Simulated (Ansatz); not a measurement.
The first iterations of a band of CHBSe (4 atoms, charge 0, multiplicity 1).

The calculation used Ansatz, RKS PBE/def2-SVP.

- movable images: 9
- climbing image: yes
- spring: 5.0 eV/Å²
- optimiser: quadratic models (default)
- start path: through a guess of the saddle point
- force threshold: 0.05 eV/Å
- iteration limit: 60
- end points: relaxed

Initial state:

```xyz
4
Properties=species:S:1:pos:R:3
B -0.314 0.676 -0.370
C 0.209 -0.457 0.257
Se 0.864 -1.863 1.019
H -0.759 1.643 -0.906
```

Final state:

```xyz
4
Properties=species:S:1:pos:R:3
B -0.791 0.124 1.051
C -0.054 0.310 -0.243
Se 0.717 -1.227 0.408
H 0.128 0.793 -1.216
```

| iteration | highest image above the first end (eV) | largest band force component (eV/Å) |
| --- | --- | --- |
| 1 | 9.115 | 33.737 |
| 2 | 2.654 | 7.763 |
| 3 | 1.920 | 4.707 |
| 4 | 2.002 | 2.572 |

Question: Does the band converge within its limit, and where does its top end?

Answer: It converged. It ended after 12 iterations with the highest image 1.740 eV above the first end. A vibrational analysis at the climbing image gives one clearly imaginary mode, 788i cm⁻¹: a first-order saddle point. The orbitals stay closed-shell, which can raise the energy where a bond breaks towards radicals; this wasn't checked here.

The run took 2.3 min on 1 thread of Intel(R) Xeon(R) Platinum 8488C (Sapphire Rapids), on a shared host, peak memory 0.14 GiB.
